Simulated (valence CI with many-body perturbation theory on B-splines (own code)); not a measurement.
## Al8+: magnetic and hyperfine properties of the levels

Computed by relativistic CI+MBPT: three valence electrons over a frozen Dirac-Fock core [He], radial functions for each j: 11 s, 11 p, 9 d, 7 f, 5 g, 2 h, 1 i, with the one-electron correlation potential Σ1 (screened to all orders), the two-electron term Σ2, the three-electron term Σ3, Breit, model QED; selected single and double excitations, second order for the rest, scaled by the run's own slope (own B-spline code, finite nucleus).

No measured spectrum was set against this ion. As an estimate, levels of excited configurations hold to 0.05 to 0.15 % of their energy, terms of the ground configuration to about 0.5 %.

A/g_I is the dipole constant over the nuclear g factor μ/I (μ in nuclear magnetons, uniformly magnetised nucleus), B/Q the quadrupole constant per barn. Both hold the static response of the core; the bare values leave it out. Large factors of s and p1/2 electrons are usually good to 5 to 10 %; those of open d and f shells near neutrality can be off by tens of per cent, and small factors of p3/2, d and f electrons come from cancelling terms and can be off by a factor of two or in sign, in half-filled shells by more. B is blank for J = 1/2, where it vanishes, and for nearly pure S terms. Energies count from the lowest level.

Names give the largest LS component (configuration and term), which can be under half, so a name can repeat, a term be missing and a line seem to break the LS rules; names also repeat where a configuration has a term twice. Letters in brackets count levels of one name in rising energy.

| Level | E (cm⁻¹) | g | A/g_I (MHz) | A/g_I bare | B/Q (MHz/b) | B/Q bare |
| --- | --- | --- | --- | --- | --- | --- |
| 2s2 2p 2P°_1/2 | 0 | 0.665 | 14300 | 13800 |  |  |
| 2s2 2p 2P°_3/2 | 4887 | 1.333 | 2760 | 3100 | 4950 | 5000 |
| 2s 2p2 4P_1/2 | 145130 | 2.669 | 24400 | 24400 |  |  |
| 2s 2p2 4P_3/2 | 146840 | 1.734 | 11500 | 11500 | 4030 | 4070 |
| 2s 2p2 4P_5/2 | 149320 | 1.600 | 12000 | 12000 | -5060 | -5120 |
| 2s 2p2 2D_5/2 | 259740 | 1.200 | 13900 | 13400 | 10000 | 10100 |
| 2s 2p2 2D_3/2 | 259760 | 0.799 | -3590 | -3060 | 7000 | 7080 |
| 2s 2p2 2S_1/2 | 332840 | 1.980 | 48400 | 45800 |  |  |
| 2s 2p2 2P_1/2 | 354230 | 0.687 | 8610 | 7790 |  |  |
| 2s 2p2 2P_3/2 | 357110 | 1.333 | -2060 | -1170 | -5100 | -5150 |
| 2p3 4S°_3/2 | 460850 | 2.001 | -1720 | -17.8 |  |  |
| 2p3 2D°_5/2 | 520050 | 1.200 | 4560 | 4890 | -114 | -115 |
| 2p3 2D°_3/2 | 520110 | 0.801 | 3460 | 3180 | 618 | 625 |
| 2p3 2P°_1/2 | 585270 | 0.665 | 14400 | 13700 |  |  |
| 2p3 2P°_3/2 | 585630 | 1.332 | 2140 | 2710 | -453 | -457 |
| 2s2 3s 2S_1/2 | 1500800 | 2.002 | 13200 | 12700 |  |  |
| 2s2 3p 2P°_1/2 | 1573400 | 0.665 | 3210 | 3120 |  |  |
| 2s2 3p 2P°_3/2 | 1574700 | 1.334 | 1390 | 1450 | 1440 | 1450 |
| 2s2 3d 2D_3/2 | 1641900 | 0.799 | 437 | 433 | 216 | 225 |
| 2s2 3d 2D_5/2 | 1642300 | 1.200 | 119 | 123 | 307 | 320 |
| 2s 2p 3s 4P°_1/2 | 1656500 | 2.668 | 30300 | 29300 |  |  |
| 2s 2p 3s 4P°_3/2 | 1658200 | 1.733 | 18800 | 18300 | -4260 | -4310 |
| 2s 2p 3s 4P°_5/2 | 1661200 | 1.601 | 14400 | 14000 | 5320 | 5370 |
| 2s 2p 3s 2P°_1/2 [a] | 1690700 | 0.666 | 2770 | 2900 |  |  |
| 2s 2p 3s 2P°_3/2 [a] | 1693900 | 1.334 | 13400 | 13100 | 5170 | 5230 |
| 2s 2p 3p 2P_1/2 [a] | 1720700 | 0.466 | -6170 | -5830 |  |  |
| 2s 2p 3p 2P_3/2 [a] | 1722200 | 1.299 | 14500 | 14100 | -2900 | -2930 |
| 2s 2p 3p 4D_1/2 | 1723900 | 0.199 | -10600 | -10200 |  |  |
| 2s 2p 3p 4D_3/2 | 1724600 | 1.238 | 7640 | 7500 | -823 | -831 |
| 2s 2p 3p 4D_5/2 | 1725700 | 1.372 | 9000 | 8850 | 2040 | 2060 |
| 2s 2p 3p 4D_7/2 | 1728400 | 1.429 | 8770 | 8630 | 6680 | 6750 |
| 2s 2p 3p 4S_3/2 | 1738900 | 1.992 | 16500 | 16200 |  |  |
| 2s 2p 3p 4P_1/2 | 1748300 | 2.667 | 27400 | 26800 |  |  |
| 2s 2p 3p 4P_3/2 | 1749600 | 1.737 | 13000 | 12800 | 2810 | 2830 |
| 2s 2p 3p 4P_5/2 | 1751100 | 1.597 | 11800 | 11600 | -2890 | -2920 |
| 2s 2p 3p 2D_3/2 [a] | 1757300 | 0.802 | 383 | 422 | 4880 | 4930 |
| 2s 2p 3p 2D_5/2 [a] | 1760500 | 1.203 | 7690 | 7610 | 6580 | 6650 |
| 2s 2p 3p 2S_1/2 [a] | 1780900 | 2.000 | 21000 | 21000 |  |  |
| 2s 2p 3d 4F°_3/2 | 1781100 | 0.402 | -5850 | -5600 | 2310 | 2340 |
| 2s 2p 3d 4F°_5/2 | 1782000 | 1.031 | 3060 | 3030 | 1930 | 1960 |

(1) Take the isotope of mass number 27, with I = 5/2, μ = 3.6407 μN, leaving out the quadrupole term. What is the hyperfine structure of 2s 2p2 2S_1/2?

## Answers

(1) From the table A = 70500 MHz. Shifts from the centre of gravity in MHz: F = 2: -123000, F = 3: 88100.
